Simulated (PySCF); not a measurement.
These compounds are isomers of formula C₆H₁₂OSi₂.

A. `InChI=1S/C6H12OSi2/c1-5(2)6(8)3-4-7-9-6/h3-4H,1,9H2,2,8H3/t6-/m1/s1`
B. SMILES CCC1=C[SiH2]C=C[SiH2]O1
C. `C([SiH](C=C)C=C)(=C)O[SiH3]`
D. SMILES C[Si@]1(C#C)C[C@@H](O[SiH3])C1
E. SMILES [SiH3][C@]1(C2CC2)C=CO[SiH2]1

Spectrum 1. 1H NMR (300 MHz, computed): δ 6.55 (d, 1H), 5.43 (m, 1H), 5.39 (d, 1H), 5.11 (m, 1H), 5.09 (m, 1H), 5.05 (m, 1H), 4.09 (s, 3H), 1.84 (s, 3H). 13C{1H} NMR (computed): δ 155.2 (C), 154.3 (CH), 116.1 (CH), 112.9 (CH2), 37.1 (C), 29.5 (CH3).

Spectrum 2. 1H NMR (300 MHz, computed): δ 6.49 (d, 1H), 5.28 (d, 1H), 5.12 (m, 1H), 5.00 (m, 1H), 3.99 (s, 3H), 1.00 (m, 1H), 0.74 (m, 1H), 0.53 (m, 1H), 0.49 (m, 1H), -0.33 (m, 1H). 13C{1H} NMR (computed): δ 153.0 (CH), 117.7 (CH), 30.5 (C), 16.9 (CH), 8.7 (CH2), 6.0 (CH2).

Spectrum 3. 1H NMR (300 MHz, computed): δ 7.41 (m, 1H), 6.93 (m, 1H), 5.29 (m, 2H), 4.84 (m, 1H), 4.73 (m, 2H), 2.23 (q, 2H), 1.29 (t, 3H). 13C{1H} NMR (computed): δ 180.4 (C), 157.4 (CH), 155.7 (CH), 100.0 (CH), 38.2 (CH2), 16.1 (CH3).

Spectrum 4. 1H NMR (300 MHz, computed): δ 6.58 (m, 2H), 6.57 (m, 2H), 6.19 (m, 2H), 4.98 (m, 1H), 4.96 (m, 1H), 4.93 (s, 3H), 4.77 (t, 1H). 13C{1H} NMR (computed): δ 171.0 (C), 144.3 (CH2), 141.4 (CH), 106.7 (CH2).

Spectrum 5. 1H NMR (300 MHz, computed): δ 4.83 (s, 3H), 4.32 (m, 1H), 2.09 (s, 1H), 1.95 (m, 2H), 1.92 (m, 2H), 0.42 (s, 3H). 13C{1H} NMR (computed): δ 104.1 (CH), 91.3 (C), 68.6 (CH), 31.0 (CH2), -0.2 (CH3).

PySCF 2.14 calculation with GIAO PBE0/pcSseg-1 shieldings and structure optimised with GFN2-xTB; single conformer, non-relativistic, fast rotation and ring inversion assumed for equivalent nuclei, no solvent model.

References, each an isolated molecule treated in the same way: TMS for 1H and 13C. Where no couplings were computed, multiplicities follow the n + 1 count of equivalent neighbours, and m marks all less simple cases (inequivalent or close neighbours, rings, F or P nearby). Shifts are as computed. Against solution values, carbons near 30 ppm lie about +3 ppm off and those near 130 ppm about +5 ppm. Of 1211 compounds with measured shifts, 218 miss one by over three times the rms of a fit or turn the order of signals round; such compounds aren't used in these exercises.

Problem. Which spectrum belongs to which compound?

Solution. 1–A, 2–E, 3–B, 4–C, 5–D.

- Spectrum 1 (A): 6 13C signals; δC 155.2 is a fully substituted alkene carbon; δC 154.3 is an alkene carbon bearing oxygen.
- Spectrum 2 (E): 6 13C signals; δC 153.0 is an alkene carbon bearing oxygen; δC 16.9 is a three-membered-ring carbon.
- Spectrum 3 (B): 6 13C signals; δC 180.4 is an alkene carbon bearing oxygen; δC 157.4 is an alkene CH.
- Spectrum 4 (C): 4 13C signals; δC 171.0 is an alkene carbon bearing oxygen; δC 144.3 is a terminal =CH2 carbon.
- Spectrum 5 (D): 5 13C signals; δC 104.1 is a terminal alkyne carbon; δC 91.3 is an alkyne carbon.
